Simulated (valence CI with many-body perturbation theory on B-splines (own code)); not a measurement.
# Energy levels of Sc15+

Calculated by configuration interaction combined with many-body perturbation theory (CI+MBPT): four valence electrons over a frozen Dirac-Fock core [He], a basis of 11 s, 11 p, 10 d, 8 f, 5 g, 2 h functions for each j, with the one-electron correlation potential Σ1 (screened to all orders), the two-electron term Σ2, the three-electron term Σ3, Breit, model QED; selected single and double excitations, second order for the rest, scaled by the run's own slope (own B-spline code, finite nucleus).

No measured spectrum was set against this ion. As an estimate, levels of excited configurations hold to 0.05 to 0.15 % of their energy, terms of the ground configuration to about 0.5 %. Among the levels kept, up to 890 cm⁻¹ of a level comes from second order outside the variational space, and about a tenth of that is noise between levels of different J, which matters for small intervals.

Levels 181 to 189 of 189, with energies above the lowest level, 2s2 2p2 3P_0. "Leading %" is the weight of the configuration and term that name the level; weights of strongly mixed levels are sums over their largest components and can fall short. In the jj column 3d3/2^4 stands for four electrons in 3d with j = 3/2. Lifetimes count E1, E2, E3, M1 and M2 decay at the calculated energies, and are blank where another channel may lead or the interval is too uncertain; long ones can be off by a factor of two.

| No. | Configuration | Term | J | E (eV) | Leading % | Leading jj | g | Lifetime |
| --- | --- | --- | --- | --- | --- | --- | --- | --- |
| 181 | 2p3 3p | 3F | 3 | 718.91 | 62 | 2p1/2 2p3/2^2 3p3/2 (60 %) | 1.169 | 1.07 ps |
| 182 | 2p3 3p | 3F | 4 | 719.52 | 95 | 2p1/2 2p3/2^2 3p3/2 (95 %) | 1.249 | 1.23 ps |
| 183 | 2p3 3p | 1F | 3 | 719.68 | 91 | 2p1/2 2p3/2^2 3p3/2 (50 %) | 1.013 | 1.10 ps |
| 184 | 2p3 3d | 5D° | 0 | 720.67 | 98 | 2p1/2 2p3/2^2 3d3/2 (52 %) |  | 18.4 ps |
| 185 | 2p3 3d | 5D° | 1 | 720.67 | 85 | 2p1/2 2p3/2^2 3d3/2 (40 %) | 1.429 | 3.90 ps |
| 186 | 2p3 3d | 5D° | 2 | 720.69 | 97 | 2p1/2 2p3/2^2 3d3/2 (38 %) | 1.493 | 19.5 ps |
| 187 | 2p3 3d | 5D° | 3 | 720.72 | 97 | 2p1/2 2p3/2^2 3d5/2 (25 %) | 1.493 | 27.7 ps |
| 188 | 2p3 3s | 1P° | 1 | 720.74 | 73 | 2p3/2^3 3s (48 %) | 1.071 | 824 fs |
| 189 | 2p3 3d | 5D° | 4 | 720.84 | 98 | 2p1/2 2p3/2^2 3d5/2 (52 %) | 1.495 | 32.8 ps |

Names give the largest LS component (configuration and term), which can be under half, so a name can repeat, a term be missing and a line seem to break the LS rules; names also repeat where a configuration has a term twice.

Where two levels of one J and parity lie close, their mixing, g and order are uncertain.
